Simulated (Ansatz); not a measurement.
```xyz
20

C    -1.669   -2.317   -2.000
C    -2.778   -1.428   -1.463
In   -2.064    0.467   -0.766
F    -2.777    2.277   -0.808
Br   -1.216    0.347    1.793
In    1.192   -0.185    0.767
F     0.896   -2.063    0.314
C     2.765    0.899    1.728
C     2.452    2.382    1.827
Br    0.475    0.905   -1.566
H    -2.083   -3.278   -2.321
H    -1.172   -1.872   -2.864
H    -0.902   -2.518   -1.249
H    -3.276   -1.874   -0.601
H    -3.540   -1.212   -2.214
H     2.901    0.441    2.710
H     3.670    0.708    1.147
H     3.271    2.915    2.319
H     1.545    2.571    2.406
H     2.311    2.837    0.843
```

The species carries charge 0 and has multiplicity 1. In takes the def2 core potential.

(1) List the B3LYP/def2-TZVPP orbital energies in eV (Ansatz). (An estimate is asked.)

Answers

(1) Computed: Occupied: -13139.48, -13139.48, -1701.12, -1701.12, -1532.80, -1532.79, -1532.79, -1532.79, -1532.76, -1532.76, -669.78, -669.63, -277.70, -277.52, -277.16, -276.78, -236.88, -236.88, -177.66, -177.66, -177.65, -177.65, -177.55, -177.55, -127.80, -127.69, -84.40, -84.35, -84.31, -84.25, -84.18, -84.07, -71.99, -71.98, -71.98, -71.98, -71.90, -71.90, -71.89, -71.89, -71.87, -71.87, -30.03, -29.87, -22.11, -21.93, -21.81, -21.67, -21.50, -21.49, -21.38, -21.38, -21.27, -21.23, -21.00, -20.73, -20.50, -20.47, -17.21, -16.94, -12.78, -12.56, -12.53, -12.35, -11.75, -11.48, -10.95, -10.71, -10.30, -10.29, -10.11, -10.07, -9.92, -9.82, -9.74, -9.62, -9.24, -8.81, -8.71, -8.46, -8.12, -7.80. Lowest empty: -1.82, -1.49, -0.81, -0.30, -0.02, 0.38, 0.42, 0.82.

B3LYP here is the variant with VWN-RPA as its local correlation; programs differ in this.
